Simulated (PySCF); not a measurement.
# Ga: electron affinity

Ga⁻ [Ar] 3d10 4s2 4p2 (3P) → Ga [Ar] 3d10 4s2 4p1 (2P), as a difference of total energies. All numbers are calculated (PySCF 2.14, scalar relativity through the core potential, in aug-cc-pV5Z-PP with ECP10MDF (8s7p6d4f3g2h, 136 functions)). Correlated levels: valence: 3s2 3p6 3d10 frozen. The calculations carry no spin-orbit coupling.

```tsv
method	electron affinity (eV)	difference from reference (eV)
UHF	-0.065	-0.366
LDA	0.587	+0.286
PBE	0.498	+0.197
PBE0	0.422	+0.121
r2SCAN	0.507	+0.206
PW91	0.523	+0.222
M06-L	0.207	-0.094
BP86	0.588	+0.287
MP2 (valence)	0.271	-0.030
SCS-MP2 (valence)	0.167	-0.134
```

Reference: 0.301 eV (measured; photodetachment measurements, as compiled on the Wikipedia data page of electron affinities).

The reference lies between the lowest fine-structure levels, while these numbers refer to the centres of the terms.

A negative affinity means that the anion lies above the atom at that level of theory.

In the anion the highest occupied orbital energy is positive at LDA, PBE, PBE0, r2SCAN, PW91, M06-L, BP86, a self-interaction effect; the basis confines that electron, and the energy difference can still be sensible.
